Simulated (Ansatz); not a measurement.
CH2AlClO2, relaxed with RKS PBE-D4/def2-SVP in Ansatz from a rough embedded geometry. The force threshold is 0.03 eV/Å; the program also tests the step.

The species carries charge 0 and has multiplicity 1. The bonds changed during the relaxation, so this is another structure than the one it started from.

Start:

```xyz
7

O     0.949   -0.009   -1.773
C     0.212   -0.900   -1.240
O    -0.396   -0.739    0.024
Al   -0.210    0.683    1.108
Cl   -1.238    0.811    3.066
H     0.068   -1.826   -1.782
H     0.614    1.980    0.597
```

Task: How much energy does the relaxation release, and in how many steps? (Estimate.)

Result: Ansatz gave: 1.34 eV, in 23 steps, 3 of them rejected.

Task: Which bonds change most? (An estimate is asked.)

Result: Computed: O1–Al4 from 3.182 to 1.949 Å; C2–Al4 from 2.863 to 2.266 Å; O3–Al4 from 1.798 to 1.949 Å; C2–O3 from 1.412 to 1.278 Å.

Task: Give the relaxed structure. (Best estimate.)

Result: Ansatz gave: 
```xyz
7

O    -0.356    0.295   -1.161
C     0.123   -0.861   -0.900
O     0.518   -1.099    0.292
Al    0.019    0.740    0.699
Cl   -1.742    0.845    1.860
H     0.199   -1.640   -1.693
H     1.240    1.720    0.904
```
